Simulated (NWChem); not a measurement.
# MgGeH3Cl; SMILES [Cl][Mg][GeH3]

```xyz
6

Mg     0.0626    -0.8723    -0.0001
Cl     0.3400    -3.0741     0.0006
Ge    -0.2567     1.6796    -0.0009
H     -1.1487     2.1787     1.1746
H      1.0875     2.4569     0.1241
H     -0.9332     2.2048    -1.3021
```
Atoms are numbered in this order, from 1.

All runs use the structure optimised with PBE-D3(BJ)/def2-SVP.

Q: List the 4 lowest vertical singlet excitations from PBE/aug-cc-pVDZ, full TDDFT (NWChem).

A: 
```tsv
state	energy (eV)	oscillator strength	leading excitation (squared amplitude)
S1	5.06	0.436	HOMO → LUMO (0.92)
S2	5.14	0.001	HOMO−2 → LUMO (0.84)
S3	5.14	0.001	HOMO−1 → LUMO (0.84)
S4	5.29	0.105	HOMO → LUMO+1 (0.81)
```
